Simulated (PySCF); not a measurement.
YH₄⁻: tetrahedral to square-planar path

Level of theory: PBE0 in PySCF with Y def2-TZVPD with ECP28, H def2-TZVPD; scalar-relativistic core potentials, no spin–orbit coupling; density-fitted integrals.

Rigid scan from the singlet minimum (Y–H 2.064 Å (×4); H–Y–H 109.5° (×6)). Coordinate: D2d path, angle between each bond and the S4 axis (54.74 tetrahedral, 90 square planar), bonds fixed. Energies in kJ/mol from the minimum.

```
angle of the bonds to the S4 axis (°)  E (kJ/mol)
                                 45.0        22.8
                                 50.0         5.2
                                 54.7         0.0
                                 60.0         6.0
                                 66.0        26.1
                                 72.0        56.8
                                 78.0        91.8
                                 84.0       121.6
                                 90.0       133.7
```

With the bonds held, the square planar shape lies 133.7 kJ/mol from the minimum.
